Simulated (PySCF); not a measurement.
Compound: C4H7As.
Cartesian coordinates in Å at the PBE0-D3(BJ)/def2-SVP level; atoms count from 1:
```xyz
12
C4H7As angstrom
C      1.579    1.091    0.564
C      1.163   -0.006    0.256
C      0.625   -1.290   -0.130
As    -1.026   -1.200   -1.254
C     -2.024    0.098   -0.171
H      1.964    2.053    0.845
H      0.364   -1.889    0.758
H      1.363   -1.874   -0.702
H     -0.448   -0.168   -2.218
H     -2.851    0.498   -0.774
H     -1.378    0.922    0.164
H     -2.449   -0.417    0.702
```

Method: PySCF 2.14.0, PBE0-D3(BJ)/def2-SVP geometry optimisation, gas phase.

Masses are those of the commonest isotopes; rigid-rotor values at the optimised geometry. The values belong to one conformer with, in the numbering `[CH:1]#[C:2][CH2:3][AsH:4][CH3:5]`, C2–C3–As4–C5 -48°.

Question: What are A, B and C (cm⁻¹)?

Answer: Ia = 83.53, Ib = 260.00, Ic = 314.48 u·Å²; 505379 MHz·u·Å²/I gives 6050, 1944 and 1607 MHz, that is A = 0.20181, B = 0.06484, C = 0.05361 cm⁻¹.

Question: What kind of rotor is it?

Answer: An asymmetric top. Ray's parameter κ = (2B − A − C)/(A − C) = -0.848; −1 is the prolate and +1 the oblate limit.

Question: Is it planar, by Δ = Ic − Ia − Ib?

Answer: Not planar: Δ = Ic − Ia − Ib = -29.05 u·Å². For a rigid frame Δ = −2 Σ m c², so Σ m c² = 14.53 u·Å² lies off the ab plane: 7.67 from hydrogen and 6.85 from heavier atoms. The atom farthest from that plane is 1.63 Å away.

Question: Give the other two planar moments, Paa and Pbb, and the rms extents of the mass along the axes.

Answer: Paa = Σ m a² = (Ib + Ic − Ia)/2 = 245.47 and Pbb = Σ m b² = (Ia + Ic − Ib)/2 = 69.00 u·Å². With the mass M = 129.98 u, the rms extents √(P/M) along a, b and c are 1.37, 0.73, 0.33 Å.

Question: Predict some low-J microwave lines.

Answer: The dipole components are |μa| = 0.08 D, |μb| = 0.42 D, |μc| = 0.26 D. The squared components, which scale the intensities, stand as 0.03 : 1.00 : 0.37 (a : b : c). Some lines, for components of 0.1 D or more:

```csv
type,branch,"J(Ka,Kc)",MHz,lower level (cm⁻¹)
b,Q,"4(1,3) ← 4(0,4)",6197,1.175
b,Q,"3(2,2) ← 3(1,3)",13847,0.819
b,R,"5(0,5) ← 4(1,4)",14541,1.269
b,R,"2(2,1) ← 1(1,0)",19758,0.267
b,R,"2(2,0) ← 1(1,1)",20114,0.255
b,Q,"5(3,2) ← 5(2,3)",20893,2.367
c,R,"3(2,1) ← 2(1,1)",23071,0.515
b,R,"4(2,2) ← 3(1,3)",28328,0.819
c,R,"5(2,3) ← 4(1,3)",29562,1.381
b,Q,"4(4,1) ← 4(3,2)",29890,2.469
b,R,"5(3,2) ← 4(2,3)",39275,1.754
c,R,"5(5,1) ← 4(4,1)",56231,3.466
```

Question: Estimate the classical rotational partition function at 10 K, 25 K and 200 K.

Answer: Point group C1, symmetry number σ = 1; q = (√π/σ)·√((kT/h)³/(ABC)), k/h = 20836.6 MHz/K: 1230 at 10 K, 4850 at 25 K, 110000 at 200 K.

PBE0-D3(BJ)/def2-SVP frequencies: not computed here. Constants of a rigid frame at the computed geometry: no zero-point averaging, no centrifugal distortion. A rigid rotor knows nothing of internal rotation, which can split or shift real lines. Quadrupole hyperfine structure (75As) is left out.
